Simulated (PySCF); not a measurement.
## Correlation energy of Tc⁺ (technetium, charge +1)

[Kr] 4d5 5s1, high-spin 7S determinant. All numbers are calculated (PySCF 2.14, the spin-free X2C one-electron Hamiltonian (Gaussian nucleus), in ANO-RCC-VTZP (7s6p4d2f1g, 68 functions)). Frozen: [Kr]; 6 electrons correlated.

| level | correlation energy (mhartree) |
| --- | --- |
| CCSD | -87.65 |
| (T) | -1.61 |
| CCSD(T) | -89.26 |

Diagnostics: T1 = 0.0060, D1 = 0.0193, largest double amplitude 0.031.

Cost of the coupled-cluster step: about 0.9 core-seconds, for 6 correlated electrons.
